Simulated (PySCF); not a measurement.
A structure optimised at PBE-D3(BJ)/def2-SVP, used in a PySCF frequency run:

```xyz
12

C     -1.7211    -0.6184    -0.1620
C     -0.7172     0.4034    -0.6854
F     -0.6398     1.4554     0.2359
C      0.6567    -0.1760    -0.9268
C      1.5068    -0.5578     0.0390
F      1.2093    -0.4864     1.3460
H     -1.3594    -1.0429     0.7946
H     -2.7032    -0.1352     0.0096
H     -1.8545    -1.4457    -0.8869
H     -1.0905     0.8385    -1.6403
H      1.0127    -0.2846    -1.9626
H      2.5189    -0.9587    -0.1410
```

Write its SMILES and formula.

C[C@@H](F)/C=C\F, C4H6F2

What are its rotational constants (standard atomic weights)?

5.1507, 2.5585, 2.4592 GHz
